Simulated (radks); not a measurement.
Species: Cu XX. Configuration: [Ne]. Calculated with a radial shooting solver on a logarithmic mesh with Libxc functionals: Dirac Kohn-Sham, exchange-only PBE, spin-unpolarised, spherical densities, finite nucleus; Fermi nuclear charge, rms radius 3.8823 fm.

Normalised radial functions P(r) = r R(r) (large component), r in bohr:

r,1s1/2
0.002562,0.7745
0.003104,0.9198
0.003761,1.0887
0.004557,1.2834
0.005566,1.5155
0.006744,1.7670
0.008171,2.0454
0.009981,2.3601
0.01209,2.6785
0.01465,3.0010
0.01775,3.3104
0.02169,3.5940
0.02628,3.7994
0.03184,3.9071
0.03889,3.8820
0.04712,3.7020
0.05709,3.3618
0.06917,2.8781
0.08449,2.2696
0.1024,1.6551
0.124,1.0882
0.1515,0.6155
0.1836,0.3052
0.2224,0.1261
0.2695,0.0418
0.3292,0.0100
0.3989,0.0018
0.4833,0.0002
0.5903,0.0000
0.7153,0.0000

1s1/2: eigenvalue -9609.5 eV, 0 radial nodes, <r> = 0.0521 bohr, 90 % of the charge inside 0.0931 bohr.
